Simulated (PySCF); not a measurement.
Structure from NMR data

The spectra below were simulated for a compound C$_{2}$H$_{10}$NPSi$_{2}$.

1H NMR (400 MHz, computed): δ 8.22 (m, 1H), 4.87 (m, 6H), 2.23 (m, 3H).

13C{1H} NMR (computed): δ 182.5 (CH), 18.7 (CH3).

All values are calculated (PySCF): shieldings: GIAO PBE0/pcSseg-1, geometry: GFN2-xTB. No solvent, single conformer, fast rotation and ring inversion assumed for equivalent nuclei, non-relativistic.

Chemical shifts δ = σref − σ; 1H (σref 31.72) and 13C (σref 186.93) against TMS, all at this level.

Question: Deduce the structure.

Answer: 
1. 2 carbon signals for 2 carbons: no two carbons are equivalent.
2. Carbon types of the structure: 1 × CH, 1 × CH3, leaving 6 H on heteroatoms.
3. δC 182.5: carbon double-bonded to a heavier main-group atom.
4. δC 18.7: methyl carbon; a saturated carbon with 1 carbon neighbour and no heteroatom attached.
5. δH 8.22: hydrogen on a carbon double-bonded to a heavier main-group atom.
6. δH 4.87: hydrogen on a silicon bonded to N.
7. δH 2.23: hydrogen on a methyl carbon.

The compound is SMILES C/C=P/N([SiH3])[SiH3].

The data come from this structure; uniqueness wasn't tested.

Splittings by 31P in the carbon and heteronuclear signals aren't shown, as no couplings were computed. Shifts are as computed. Against solution values, carbons near 30 ppm lie about +3 ppm off and those near 130 ppm about +5 ppm. Of 1211 compounds with measured shifts, 218 miss one by over three times the rms of a fit or turn the order of signals round; such compounds aren't used in these exercises. No couplings were computed; multiplicities are counted from neighbouring protons, with m where these are inequivalent, close in shift, in a saturated or five-membered ring or joined by F or P, and br s for small geminal =CH2 splittings.
